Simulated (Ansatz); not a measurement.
Computed with Ansatz on PBE0-D4/def2-TZVP structures; ΔE is electronic, products minus reactants. CCSD(T)/CBS is the MP2 limit (def2-TZVPP, def2-QZVPP) plus CCSD(T) − MP2 in def2-TZVPP, frozen cores. This one scheme is used for every species. Functionals use def2-TZVPP. Each species was taken in one conformer, which may not be the lowest.

Reaction (silylene formation by 1,1-elimination): `O[Si](O)(O)F` → `OF` + `O[Si]O`

```csv
species,ωB97X-V energy (Eh)
`O[Si](O)(O)F`,-617.05749
`OF`,-175.55452
`O[Si]O`,-441.19020
```

Work out ΔE.

ΔE = (-175.55452) + (-441.19020) − (-617.05749) = 0.31277 Eh = +196.3 kcal/mol. CCSD(T)/CBS gives +200.5 kcal/mol.

What do rigid-rotor, harmonic-oscillator terms from PBE0-D4/def2-TZVP frequencies (298.15 K, 1 bar) make of the CCSD(T)/CBS value? (Estimate.)

The calculation gave: ΔZPE = -2.3 kcal/mol, ΔH = +198.7 kcal/mol, ΔS = 169 J/(mol·K), ΔG = +186.6 kcal/mol.

Largest T1 diagnostic among the species: 0.015.

The D4 term adds +2.6 kcal/mol with B3LYP and +1.4 kcal/mol with PBE0; it sums over pairs of atoms, weighted by their polarisabilities, and B3LYP, whose exchange is more repulsive, gets the larger term. At CCSD(T), def2-SVP lies −15.5 kcal/mol from the extrapolated value and def2-TZVPP −3.2 kcal/mol.

B3LYP here is the variant with VWN-RPA as its local correlation; programs differ in this.
